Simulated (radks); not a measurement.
Question: Radial electron density D(r) = 4 pi r^2 rho(r) of an atom or ion with 55 electrons. Method: Dirac Kohn-Sham, BLYP, spin-unpolarised, spherical densities, finite nucleus; Fermi nuclear charge, rms radius of each element as measured or else 0.836 A^(1/3) + 0.57 fm; computed with a radial shooting solver on a logarithmic mesh with Libxc functionals.

| r (bohr) | D(r) (e/bohr) |
|---|---|
| 0.001928 | 8.267 |
| 0.002245 | 10.50 |
| 0.002634 | 13.41 |
| 0.003091 | 16.99 |
| 0.003628 | 21.33 |
| 0.004257 | 26.50 |
| 0.004996 | 32.51 |
| 0.005862 | 39.29 |
| 0.00688 | 46.69 |
| 0.008073 | 54.39 |
| 0.009474 | 61.92 |
| 0.01103 | 68.36 |
| 0.01294 | 73.71 |
| 0.01519 | 76.96 |
| 0.01782 | 77.71 |
| 0.02092 | 76.05 |
| 0.02455 | 72.78 |
| 0.02881 | 69.47 |
| 0.0338 | 68.15 |
| 0.03967 | 70.60 |
| 0.04655 | 77.38 |
| 0.05463 | 87.03 |
| 0.0636 | 95.62 |
| 0.07463 | 99.94 |
| 0.08758 | 96.79 |
| 0.1028 | 87.45 |
| 0.1206 | 77.46 |
| 0.1415 | 73.43 |
| 0.1661 | 77.64 |
| 0.1949 | 84.82 |
| 0.2287 | 85.29 |
| 0.2684 | 73.33 |
| 0.3125 | 54.29 |
| 0.3667 | 37.04 |
| 0.4303 | 30.80 |
| 0.505 | 33.57 |
| 0.5926 | 36.16 |
| 0.6954 | 32.22 |
| 0.8161 | 23.38 |
| 0.9577 | 15.19 |
| 1.124 | 10.72 |
| 1.319 | 8.923 |
| 1.548 | 7.448 |
| 1.802 | 5.409 |
| 2.114 | 3.109 |
| 2.481 | 1.428 |
| 2.912 | 0.5407 |
| 3.417 | 0.1570 |
| 4.01 | 0.01813 |
| 4.706 | 0.04485 |
| 5.522 | 0.1808 |
| 6.48 | 0.2684 |
| 7.605 | 0.1925 |
| 8.853 | 0.08490 |
| 10.39 | 0.02112 |
| 12.19 | 0.002949 |
| 14.31 | 0.0002180 |

What is the nuclear charge?

Answer: Z = 58. The innermost maximum, from 1s, lies near gamma/Z bohr with gamma = sqrt(1 - (Z/c)^2) = 0.906, here 0.0156 bohr (found: 0.0173), and its height grows with Z. The density is that of the cerium ion Ce3+ in [Xe] 7p1; the configuration itself is not fixed sharply by these data, and Z only to a few units. D(r) has 5 maxima, at r = 0.0173, 0.0758, 0.213, 0.588, 6.43 bohr, and minima at 0.0333, 0.140, 0.434, 4.21 bohr, inside which lie 2.01, 11.16, 28.96, 54.14 electrons.
